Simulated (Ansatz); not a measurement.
Calculated with Ansatz (gas phase, PBE0-D4/def2-TZVP geometries, no zero-point term in ΔE). CCSD(T)/CBS adds triple-zeta CCSD(T) − MP2 to the extrapolated MP2 energy (def2 sets, frozen cores). Functionals use def2-TZVPP. B3LYP here is the variant with VWN-RPA as its local correlation; programs differ in this. For Ga outer-core shells are correlated without core-valence functions, which leaves a few kJ/mol of doubt a bond. Scalar relativity is left out up to krypton. One conformer a species, not always the lowest.

Consider the redistribution: `[SiH3][O][GaH2]` + `FC1O[SiH2][SiH2]1` → `[F][GaH][O][SiH3]` + `C1O[SiH2][SiH2]1`.

`[SiH3][O][GaH2]`:

Z-matrix (Å, degrees):
```
Si
O 1 1.629
H 1 1.488 2 110.0
H 1 1.492 2 111.4 3 120.2
H 1 1.488 2 110.0 3 -119.7
Ga 2 1.785 1 139.3 3 -120.2
H 6 1.555 2 113.8 1 179.9
H 6 1.561 2 116.0 1 -0.1
```

`FC1O[SiH2][SiH2]1`:

```xyz
10

F    -1.523   -0.560   -1.457
C    -0.292    0.008   -1.184
O     0.595   -0.994   -0.761
Si    0.696   -0.888    0.922
Si   -0.382    1.107    0.422
H     0.070    0.434   -2.124
H    -0.026   -1.989    1.612
H     2.116   -0.913    1.354
H    -1.742    1.485    0.880
H     0.489    2.309    0.334
```

`[F][GaH][O][SiH3]`:

Z-matrix (Å, degrees):
```
Si
O 1 1.639
H 1 1.485 2 108.0
H 1 1.487 2 111.0 3 -119.5
H 1 1.487 2 111.0 3 119.5
Ga 2 1.763 1 138.2 3 179.9
F 6 1.751 2 113.0 1 0.1
H 6 1.537 2 125.1 1 -179.9
```

`C1O[SiH2][SiH2]1`:

Cartesian coordinates in Å:
```
C 0.625 1.037 -0.292
O -0.531 1.192 0.561
Si -1.175 -0.336 0.791
Si 0.624 -0.869 -0.578
H 0.489 1.627 -1.203
H 1.513 1.413 0.225
H -2.572 -0.443 0.289
H -1.185 -0.735 2.226
H 1.806 -1.590 -0.032
H 0.406 -1.297 -1.986
```

Is it downhill or uphill in electronic energy at CCSD(T)/CBS, and by how much? (Estimate.)

Computed: Downhill: ΔE = -1.59 eV.

What do these levels give: r2SCAN-D4, PBE0-D4, B2PLYP, PBE0, B3LYP, HF/def2-TZVPP, MP2/def2-TZVPP, SCS-MP2/def2-TZVPP, CCSD/def2-TZVPP, SCS-MP2/def2-QZVPP, MP2/CBS(def2), CCSD/CBS(def2)? (Best estimate.)

The calculation gave: r2SCAN-D4 -1.50, PBE0-D4 -1.48, B2PLYP -1.59, PBE0 -1.48, B3LYP -1.51, HF/def2-TZVPP -1.60, MP2/def2-TZVPP -1.70, SCS-MP2/def2-TZVPP -1.67, CCSD/def2-TZVPP -1.60, SCS-MP2/def2-QZVPP -1.68, MP2/CBS(def2) -1.70, CCSD/CBS(def2) -1.60 eV.

Largest T1 diagnostic among the species: 0.014.

From PBE to PBE0 (25 % exact exchange), in def2-TZVPP and without D4, ΔE moves by −0.05 eV.
